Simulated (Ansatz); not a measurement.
The same silylene extrusion along the group Si, Ge, Sn.

Computed with Ansatz on PBE0-D4/def2-TZVP structures; ΔE is electronic, products minus reactants. CBS: MP2 limit from def2 TZ/QZ plus the TZ coupled-cluster correction, frozen cores. This one scheme is used for every species. DFT in def2-TZVPP. Elements past krypton have def2 core potentials. For Ge, Sn outer-core shells are correlated without core-valence functions, which leaves a few kJ/mol of doubt a bond. Scalar relativity is left out up to krypton. Each species was taken in one conformer, which may not be the lowest.

```tsv
reaction	revPBE-D4 (eV)	PBE-D4 (eV)	r2SCAN-D4 (eV)	CCSD(T)/CBS(def2) (eV)
`N[SiH](O)S` → `N[Si]O` + H₂S	1.97	1.99	2.21	2.08
`[NH2][GeH]([OH])[SH]` → `[NH2][Ge][OH]` + H₂S	0.81	0.85	1.03	0.94
`[NH2][SnH]([OH])[SH]` → `[NH2][Sn][OH]` + H₂S	0.11	0.17	0.29	0.31
```

Largest T1 diagnostic: 0.017, for `[NH2][Sn][OH]`.
